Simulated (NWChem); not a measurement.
CH6BNO; SMILES B(O)(C)N

```xyz
10

B     -0.0209     0.0697     0.0000
C      0.2463    -1.4935     0.0000
H      1.3143    -1.7579    -0.0023
H     -0.2134    -1.9702    -0.8827
H     -0.2092    -1.9693     0.8854
O     -1.2988     0.5826     0.0000
H     -1.9674    -0.1057     0.0008
N      1.0320     1.0021     0.0005
H      0.8638     1.9993    -0.0020
H      2.0058     0.7405    -0.0028
```
Atoms are numbered in this order, from 1.

Results from NWChem. All runs use the structure optimised with PBE0/def2-SVP. Ions are spin-unrestricted doublets at the neutral geometry; other ion states weren't tried.

For level PBE0/def2-SVP:

```yaml
"−ε(HOMO) (eV)": 7.29
```

### Question
How do the values read with level PBE/def2-SVP instead?

### Answer
- −ε(HOMO) (eV): 5.75
